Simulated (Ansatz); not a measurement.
`C[SiH2][SnH2][CH3]` + `OC(F)CF` → `[CH3][SnH2][CH2]F` + `C[SiH2]C(O)F`  (formal exchange of groups at the Sn–Si bond)

Calculated with Ansatz (gas phase, PBE0-D4/def2-TZVP geometries, no zero-point term in ΔE). CCSD(T)/CBS is the MP2 limit (def2-TZVPP, def2-QZVPP) plus CCSD(T) − MP2 in def2-TZVPP, frozen cores. Functionals use def2-TZVPP. B3LYP here is the variant with VWN-RPA as its local correlation; programs differ in this. Elements past krypton have def2 core potentials. For Sn outer-core shells are correlated without core-valence functions, which leaves a few kJ/mol of doubt a bond. One conformer a species, not always the lowest.

Q: Is it downhill or uphill in electronic energy at CCSD(T)/CBS, and by how much? (Estimate.)

A: The calculation gave: Uphill: ΔE = +72.6 kJ/mol.

Q: What do these levels give: B3LYP-D4, PBE0, HF/def2-TZVPP, MP2/def2-TZVPP, CCSD/def2-TZVPP, HF/CBS(def2)? (An estimate is asked.)

A: Ansatz gave: B3LYP-D4 68.5, PBE0 80.3, HF/def2-TZVPP 79.2, MP2/def2-TZVPP 74.1, CCSD/def2-TZVPP 74.7, HF/CBS(def2) 78.1 kJ/mol.

Largest T1 diagnostic among the species: 0.012.

In def2-TZVPP, CCSD(T) changes the Hartree–Fock value by −5.2 kJ/mol (the triples alone add −0.7 kJ/mol) and MP2 by −5.1 kJ/mol. From PBE to PBE0 (25 % exact exchange), in def2-TZVPP and without D4, ΔE moves by +6.7 kJ/mol.
